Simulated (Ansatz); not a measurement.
Frontier orbitals of FGaGeH4O, SMILES `[F][GaH][O][GeH3]`.

Cartesian coordinates in Å:
```
F -0.504 1.221 1.985
Ga 0.619 1.557 0.675
O 0.603 0.314 -0.570
Ge -0.365 -1.179 -0.664
H 1.489 2.827 0.690
H -0.041 -2.070 0.547
H 0.059 -1.855 -1.976
H -1.859 -0.814 -0.687
```

Total charge 0; spin multiplicity 1. Correlated methods include outer-core shells of Ga, Ge, which these sets cover unevenly. Scalar relativity is left out up to krypton. The structure was optimised at the PBE0-D4/def2-TZVP level. It is one conformer, not always the lowest. Basis def2-TZVPP, the Gaussian-basis code of Ansatz.

| functional | HOMO (eV) | LUMO (eV) | gap (eV) |
| --- | --- | --- | --- |
| PBE | -7.23 | -1.74 | 5.49 |
| PBE0 | -8.67 | -0.94 | 7.73 |
| r2SCANh | -8.10 | -1.15 | 6.95 |
| r2SCAN0 | -8.91 | -0.75 | 8.16 |
| ωB97X-V | -11.11 | 1.00 | 12.11 |
| ωB97M-V | -10.98 | 0.73 | 11.71 |

From PBE to PBE0 the HOMO moves by −1.45 eV and the LUMO by +0.80 eV, and with ωB97M-V by −3.76 and +2.47 eV, so the gap grows from 5.48 to 11.71 eV with exact exchange. A positive LUMO is unbound and depends on the basis.
